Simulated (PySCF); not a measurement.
Mg(SiH3)(OSiH3) (H6MgOSi2), SMILES [SiH3][O][Mg][SiH3]. Atoms are numbered in the order given.

```xyz
10

Mg     0.0000     0.0000     0.5496
Si     0.0000     0.0000     3.0869
H     -0.8236    -1.1151     3.6561
H     -0.5539     1.2708     3.6561
H      1.3775    -0.1557     3.6561
O      0.0000     0.0000    -1.2524
Si     0.0000     0.0000    -2.8894
H     -1.1777     0.7464    -3.4365
H     -0.0575    -1.3932    -3.4365
H      1.2353     0.6468    -3.4365
```
Charge 0, spin multiplicity 1.

Geometry: ωB97X-D3(BJ)/def2-SVP. The structure was generated by enumeration; whether it is a known compound was not checked. Other conformers were not sampled.

Level of theory: KT2/pcSseg-1 run with PySCF.

GIAO shieldings, no solvent; atoms alike by connectivity are averaged. δ = σ(ref) − σ: ²⁹Si against TMS (σ = 361.9 ppm); ¹H against TMS (σ = 31.47 ppm); ¹⁷O against H2O (σ = 330.4 ppm), references at their B3LYP-D3(BJ)/def2-TZVP geometries, non-relativistic.

```csv
atoms,nucleus,count,δ (ppm)
Si7,²⁹Si,1,(withheld)
Si2,²⁹Si,1,-148.4
"H8, H9, H10",¹H,3,5.57
"H3, H4, H5",¹H,3,3.33
O6,¹⁷O,1,(withheld)
```

**Question.** Fill in the missing entries. (An estimate is asked for; the answer gives what the named calculation found.)

**Answer.** 
- O6, δ (ppm): 12.4
- Si7, δ (ppm): -42.8
